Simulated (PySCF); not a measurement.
**Electron correlation in Pr⁵⁺ (praseodymium, charge +5)**

Starting occupation: [Xe]. All numbers are calculated (PySCF 2.14, X2C-1e with screened-nucleus spin-orbit coupling, Gaussian nucleus, in x2c-TZVPPall-2c with one added diffuse shell each of s, p, d, f type (12s12p11d5f2g, 156 functions)). Frozen: [Ar] 3d10; 26 electrons correlated; the 18 highest virtual spinors left out.

MP2 pair energies summed by pair of shells (mhartree):

```csv
pair,energy,share (%)
4d3/2-4d5/2,-169.77,17.4
4d5/2-4d5/2,-125.67,12.8
4d5/2-5p3/2,-76.00,7.8
5p3/2-5p3/2,-60.26,6.2
5p1/2-5p3/2,-55.99,5.7
4d3/2-4d3/2,-55.65,5.7
4d3/2-5p3/2,-48.96,5.0
4d5/2-4p3/2,-42.18,4.3
4d5/2-5p1/2,-39.78,4.1
4d3/2-4p3/2,-28.23,2.9
4d3/2-5p1/2,-26.67,2.7
5p3/2-5s1/2,-24.73,2.5
4d5/2-5s1/2,-24.16,2.5
4d5/2-4p1/2,-20.94,2.1
4p3/2-4p3/2,-15.90,1.6
4d3/2-5s1/2,-15.79,1.6
5p1/2-5p1/2,-15.16,1.6
4d5/2-4s1/2,-14.75,1.5
4p1/2-4p3/2,-14.38,1.5
4d3/2-4p1/2,-14.14,1.4
5p1/2-5s1/2,-12.50,1.3
4d3/2-4s1/2,-9.95,1.0
4p3/2-5p3/2,-9.91,1.0
4p3/2-4s1/2,-8.57,0.9
4p3/2-5s1/2,-7.92,0.8
5s1/2-5s1/2,-7.10,0.7
4p3/2-5p1/2,-5.69,0.6
4p1/2-5p3/2,-4.61,0.5
4p1/2-4p1/2,-4.48,0.5
4p1/2-4s1/2,-4.39,0.4
```

Total MP2 correlation energy: -978.20 mhartree.

The virtual space was cut to 100 spinors, which keep -915.98 of the -978.20 mhartree of MP2 correlation.

```csv
level,correlation energy (mhartree)
CCSD,-871.36
```

Diagnostics: T1 = 0.0020, largest double amplitude 0.040.

Cost of the coupled-cluster step: 300 s of wall time on 4 threads of Neoverse-V2 (shared host), for 26 occupied and 100 virtual spinors.

Iterations:

```
Init t2, MP2 energy = -0.91598164545626
CCSD nocc = 26, nmo = 126
Init t2, MP2 energy = -0.91598164545626
Init E_corr(GCCSD) = -0.91598164545626
cycle = 1  E_corr(GCCSD) = -0.856080030459635  dE = 0.059901615  norm(t1,t2) = 0.0484943
cycle = 2  E_corr(GCCSD) = -0.871772486105937  dE = -0.0156924556  norm(t1,t2) = 0.0111432
cycle = 3  E_corr(GCCSD) = -0.870659810294216  dE = 0.00111267581  norm(t1,t2) = 0.00328327
cycle = 4  E_corr(GCCSD) = -0.871403841466743  dE = -0.000744031173  norm(t1,t2) = 0.00106787
cycle = 5  E_corr(GCCSD) = -0.871354082069175  dE = 4.97593976e-05  norm(t1,t2) = 0.000152787
cycle = 6  E_corr(GCCSD) = -0.871355828967887  dE = -1.74689871e-06  norm(t1,t2) = 2.28258e-05
cycle = 7  E_corr(GCCSD) = -0.871357122709106  dE = -1.29374122e-06  norm(t1,t2) = 4.69099e-06
cycle = 8  E_corr(GCCSD) = -0.871356825581581  dE = 2.97127525e-07  norm(t1,t2) = 1.1776e-06
cycle = 9  E_corr(GCCSD) = -0.871356823243995  dE = 2.33758624e-09  norm(t1,t2) = 3.05753e-07
GCCSD converged
E(GCCSD) = -9231.57967483522  E_corr = -0.8713568232439948
```

The coupled-cluster values are those of the cut space; adding the MP2 remainder, -62.22 mhartree, estimates the full space.

This basis was not built for core-valence correlation, so the inner-shell part is incomplete.
